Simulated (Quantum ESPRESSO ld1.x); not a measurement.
Q: The mean radii <r> (bohr) of the occupied orbitals of an atom or ion are listed with their occupations. Calculated with ld1.x of Quantum ESPRESSO 7.5: Dirac Kohn-Sham, BLYP, spin-unpolarised, spherical densities, point nucleus.

orbital      occ.      <r>
1s1/2           2  0.02558
2s1/2           2   0.1093
2p1/2           2  0.09192
2p3/2           4  0.09791
3s1/2           2   0.2916
3p1/2           2   0.2815
3p3/2           4   0.2934
3d3/2           4   0.2643
3d5/2           6   0.2681
4s1/2           2   0.6748
4p1/2           2   0.6982
4p3/2           4   0.7258
4d3/2           4   0.7987
4d5/2           6   0.8089
5s1/2           2    1.644
5p1/2     1.66667    1.862
5p3/2     3.33333    1.943
4f5/2    0.428571    1.688
4f7/2    0.571429    1.720

Name the element and its charge. Open shells, if any, are shared by 2j + 1.

A: Z = 56, barium, charge +2: Ba2+ in [Kr] 4d10 5s2 5p5 4f1. The 1s radius gives Z: for a bare nucleus <r> = (2 gamma + 1)/(2Z) with gamma = sqrt(1 - (Z/c)^2), 0.02523 bohr for Z = 56, and screening makes it slightly larger (0.02558 here). The occupations add up to 54, and the charge is Z minus that.
